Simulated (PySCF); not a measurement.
H₅P₂, SMILES P[PH3+], charge +1. Geometry: PBE0-D3(BJ)/def2-TZVP. The isomer is the one that the SMILES or the coordinates give; other isomers of the formula were not compared.

Computed equilibrium geometry at PBE0-D3(BJ)/def2-TZVP (PySCF confirms it by a frequency run) as Cartesian coordinates in Å, and its point group:
point group Cs.
```xyz
7

P      1.1656     0.1149     0.0000
P     -1.0164    -0.0040     0.0000
H      1.2226    -0.8519     1.0406
H      1.2226    -0.8519    -1.0406
H     -1.5412     0.6613    -1.1180
H     -1.5412     0.6613     1.1180
H     -1.6007    -1.2815     0.0000
```
Charge +1, spin multiplicity 1.
